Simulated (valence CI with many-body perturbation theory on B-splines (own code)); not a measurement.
Cs²²⁺: electric-dipole lines

Calculated by configuration interaction combined with many-body perturbation theory (CI+MBPT): five valence electrons over a frozen Dirac-Fock core [Ar] 3d10, a basis of 9 s, 9 p, 8 d, 6 f, 3 g, 1 h functions for each j, with the one-electron correlation potential Σ1, the two-electron term Σ2, the three-electron term Σ3, Breit, model QED; selected CI, second order for the rest (own B-spline code, finite nucleus).

No measured spectrum was set against this ion. As an estimate, levels hold to about 250 cm⁻¹ or 0.2 % of their energy and the worst to 1 %, as in measured heavy ions of charge 2 to 7; those with d or f electrons hold less well. Among the levels kept, up to 270 cm⁻¹ of a level comes from second order outside the variational space, and about a tenth of that is noise between levels of different J, which matters for small intervals.

Lines 1 to 50 of 182 in falling wavelength, among levels below 158.99 eV, chosen from the strongest by gf and those to the six lowest levels. Wavelengths and rates use the calculated energies, so an error of 2000 cm⁻¹ moves a line at 42.42 nm by 0.85 % and its rate by three times that or more. Electric multipoles are in the length gauge, E1 and E2 with the static RPA response of the core. Weak lines are less certain than strong ones. Lines between different terms over intervals too small for the method are left out, as are lines whose strength nearly cancels. The highest levels of a list are the least certain.

Levels are named by their leading jj configuration (3d3/2^4 stands for four electrons in 3d with j = 3/2), which in mixed levels can hold well under half, so a name can repeat and another be missing. Letters in brackets count levels of one name in rising energy.

| λ vac (nm) | Upper | Lower | A (s⁻¹) | log gf | Branch % |
| --- | --- | --- | --- | --- | --- |
| 42.42 | (4s 4p1/2^2 4p3/2^2) J=5/2 | (4s^2 4p3/2^3) J=3/2 | 5.83e+06 | -3.03 | 0.1 |
| 35.41 | (4p1/2^2 4p3/2^3) J=3/2 | (4s 4p3/2^4) J=1/2 | 6.32e+07 | -2.32 | 0.1 |
| 34.70 | (4s 4p1/2^2 4p3/2 4d3/2) J=5/2 | (4s^2 4p1/2 4p3/2 4d3/2) J=3/2 [b] | 1.93e+08 | -1.68 | 2.7 |
| 34.51 | (4s 4p1/2^2 4p3/2 4d3/2) J=3/2 [a] | (4s^2 4p1/2 4p3/2 4d3/2) J=1/2 [b] | 9.68e+07 | -2.16 | 0.7 |
| 34.27 | (4p1/2^2 4p3/2^3) J=3/2 | (4s^2 4p1/2 4p3/2 4d5/2) J=3/2 [a] | 1.79e+08 | -1.90 | 0.4 |
| 33.35 | (4s 4p1/2^2 4p3/2^2) J=3/2 | (4s^2 4p3/2^3) J=3/2 | 1.87e+08 | -1.90 | 0.6 |
| 33.28 | (4s 4p1/2^2 4p3/2 4d3/2) J=7/2 | (4s^2 4p1/2 4p3/2 4d3/2) J=5/2 [b] | 3.61e+08 | -1.32 | 9.6 |
| 32.69 | (4s 4p1/2^2 4p3/2^2) J=1/2 | (4s^2 4p3/2^3) J=3/2 | 9.26e+07 | -2.53 | 0.3 |
| 31.01 | (4s 4p1/2^2 4p3/2 4d3/2) J=5/2 | (4s^2 4p1/2 4p3/2 4d5/2) J=3/2 [a] | 5.09e+07 | -2.36 | 0.7 |
| 29.62 | (4s 4p1/2^2 4p3/2 4d3/2) J=7/2 | (4s^2 4p1/2 4p3/2 4d5/2) J=5/2 [a] | 2.12e+08 | -1.65 | 5.6 |
| 29.18 | (4p1/2^2 4p3/2^3) J=3/2 | (4s^2 4p1/2 4p3/2 4d3/2) J=3/2 [a] | 2.58e+08 | -1.88 | 0.5 |
| 28.66 | (4s 4p1/2^2 4p3/2 4d3/2) J=7/2 | (4s^2 4p1/2 4p3/2 4d5/2) J=9/2 | 7.82e+07 | -2.11 | 2.1 |
| 27.20 | (4s 4p1/2^2 4p3/2 4d5/2) J=9/2 | (4s^2 4p1/2 4p3/2 4d5/2) J=9/2 | 9.93e+08 | -0.96 | 34.6 |
| 26.87 | (4s 4p1/2^2 4p3/2 4d3/2) J=1/2 | (4s^2 4p1/2 4p3/2 4d3/2) J=3/2 [a] | 5.02e+08 | -1.96 | 10.2 |
| 26.82 | (4s 4p1/2^2 4p3/2 4d3/2) J=3/2 [b] | (4s^2 4p1/2 4p3/2 4d5/2) J=3/2 [a] | 4.41e+08 | -1.72 | 2.1 |
| 26.78 | (4s 4p1/2^2 4p3/2 4d3/2) J=5/2 | (4s^2 4p1/2 4p3/2 4d3/2) J=3/2 [a] | 3.55e+08 | -1.64 | 4.9 |
| 26.62 | (4s 4p1/2^2 4p3/2 4d3/2) J=3/2 [a] | (4s^2 4p1/2 4p3/2 4d3/2) J=3/2 [a] | 9.84e+08 | -1.38 | 7.1 |
| 26.44 | (4s 4p1/2^2 4p3/2 4d3/2) J=5/2 | (4s^2 4p1/2 4p3/2 4d3/2) J=7/2 | 3.00e+08 | -1.73 | 4.2 |
| 26.12 | (4s 4p1/2 4p3/2^3) J=3/2 [a] | (4s^2 4p3/2^3) J=3/2 | 1.12e+08 | -2.34 | 0.6 |
| 26.11 | (4s 4p1/2^2 4p3/2 4d3/2) J=3/2 [b] | (4s^2 4p1/2 4p3/2 4d5/2) J=5/2 [a] | 5.99e+08 | -1.61 | 2.8 |
| 26.09 | (4s 4p1/2^2 4p3/2 4d3/2) J=7/2 | (4s^2 4p1/2 4p3/2 4d3/2) J=7/2 | 1.19e+09 | -1.01 | 31.7 |
| 25.97 | (4s 4p1/2^2 4p3/2 4d3/2) J=1/2 | (4s^2 4p1/2 4p3/2 4d3/2) J=1/2 [a] | 1.44e+09 | -1.54 | 29.2 |
| 25.74 | (4s 4p1/2^2 4p3/2 4d3/2) J=3/2 [a] | (4s^2 4p1/2 4p3/2 4d3/2) J=1/2 [a] | 2.51e+08 | -2.00 | 1.8 |
| 25.45 | (4s 4p1/2^2 4p3/2 4d5/2) J=9/2 | (4s^2 4p1/2 4p3/2 4d5/2) J=7/2 [a] | 1.59e+09 | -0.81 | 55.5 |
| 25.41 | (4s 4p1/2^2 4p3/2^2) J=5/2 | (4s^2 4p1/2 4p3/2^2) J=5/2 | 1.54e+09 | -1.05 | 14.6 |
| 25.20 | (4s 4p1/2^2 4p3/2 4d3/2) J=5/2 | (4s^2 4p1/2 4p3/2 4d3/2) J=5/2 [a] | 1.15e+09 | -1.18 | 16.0 |
| 25.05 | (4s 4p1/2^2 4p3/2 4d3/2) J=3/2 [a] | (4s^2 4p1/2 4p3/2 4d3/2) J=5/2 [a] | 5.54e+08 | -1.68 | 4.0 |
| 24.88 | (4s 4p1/2^2 4p3/2 4d3/2) J=7/2 | (4s^2 4p1/2 4p3/2 4d3/2) J=5/2 [a] | 2.74e+08 | -1.69 | 7.3 |
| 24.87 | (4s 4p1/2^2 4p3/2 4d5/2) J=9/2 | (4s^2 4p1/2 4p3/2 4d3/2) J=7/2 | 2.64e+08 | -1.61 | 9.2 |
| 23.88 | (4s 4p1/2 4p3/2^3) J=5/2 | (4s^2 4p3/2^3) J=3/2 | 3.48e+09 | -0.75 | 16.9 |
| 23.84 | (4p1/2^2 4p3/2^3) J=3/2 | (4s 4p1/2 4p3/2^3) J=3/2 [b] | 6.67e+09 | -0.64 | 13.1 |
| 23.83 | (4s 4p1/2^2 4p3/2^2) J=5/2 | (4s^2 4p1/2 4p3/2^2) J=3/2 | 3.29e+09 | -0.77 | 31.4 |
| 23.77 | (4s^2 4p1/2^2 4d3/2) J=3/2 | (4s^2 4p3/2^3) J=3/2 | 7.18e+07 | -2.61 | 0.2 |
| 23.63 | (4s 4p1/2^2 4p3/2^2) J=3/2 | (4s^2 4p1/2 4p3/2^2) J=1/2 | 3.71e+07 | -2.91 | 0.1 |
| 23.29 | (4s 4p1/2^2 4p3/2^2) J=1/2 | (4s^2 4p1/2 4p3/2^2) J=1/2 | 4.52e+09 | -1.13 | 15.5 |
| 23.20 | (4p1/2^2 4p3/2^3) J=3/2 | (4s 4p1/2 4p3/2^3) J=1/2 | 3.65e+09 | -0.93 | 7.1 |
| 22.36 | (4s 4p1/2^2 4p3/2 4d3/2) J=3/2 [b] | (4s^2 4p1/2 4p3/2 4d3/2) J=5/2 [a] | 2.12e+09 | -1.20 | 10.0 |
| 22.21 | (4s 4p1/2^2 4p3/2 4d3/2) J=5/2 | (4s 4p1/2 4p3/2^3) J=3/2 [b] | 1.49e+08 | -2.18 | 2.1 |
| 21.85 | (4s 4p1/2^2 4p3/2^2) J=3/2 | (4s^2 4p1/2 4p3/2^2) J=5/2 | 3.63e+09 | -0.98 | 11.0 |
| 21.74 | (4s^2 4p1/2^2 4d5/2) J=5/2 | (4s^2 4p3/2^3) J=3/2 | 6.85e+07 | -2.54 | 0.2 |
| 21.70 | (4s 4p1/2 4p3/2^3) J=1/2 | (4s^2 4p3/2^3) J=3/2 | 1.85e+09 | -1.58 | 2.6 |
| 21.61 | (4s 4p1/2^2 4p3/2 4d3/2) J=5/2 | (4s^2 4p1/2^2 4d5/2) J=5/2 | 4.80e+08 | -1.70 | 6.7 |
| 21.38 | (4s 4p1/2^2 4p3/2 4d3/2) J=7/2 | (4s^2 4p1/2^2 4d5/2) J=5/2 | 4.77e+08 | -1.58 | 12.7 |
| 21.17 | (4s 4p1/2 4p3/2^3) J=3/2 [b] | (4s^2 4p3/2^3) J=3/2 | 3.46e+09 | -1.03 | 5.8 |
| 21.14 | (4p1/2^2 4p3/2^3) J=3/2 | (4s 4p1/2 4p3/2^3) J=5/2 | 1.53e+10 | -0.39 | 29.9 |
| 20.67 | (4s 4p1/2^2 4p3/2^2) J=3/2 | (4s^2 4p1/2 4p3/2^2) J=3/2 | 1.02e+09 | -1.58 | 3.1 |
| 20.41 | (4s 4p1/2^2 4p3/2^2) J=1/2 | (4s^2 4p1/2 4p3/2^2) J=3/2 | 3.46e+08 | -2.36 | 1.2 |
| 19.98 | (4s 4p1/2^2 4p3/2 4d3/2) J=3/2 [b] | (4s 4p1/2 4p3/2^3) J=3/2 [b] | 1.76e+08 | -2.38 | 0.8 |
| 19.92 | (4s 4p1/2^2 4p3/2 4d3/2) J=5/2 | (4s^2 4p1/2^2 4d3/2) J=3/2 | 1.80e+08 | -2.19 | 2.5 |
| 19.83 | (4s 4p1/2^2 4p3/2 4d3/2) J=3/2 [a] | (4s^2 4p1/2^2 4d3/2) J=3/2 | 2.38e+08 | -2.25 | 1.7 |

(1) How does gf follow from A for the line at 27.20 nm?

Results:

(1) gf = 1.4992 × (2J+1)_upper × A / σ², with σ = 367697 cm⁻¹ and 2J+1 = 10: gf = 0.110.
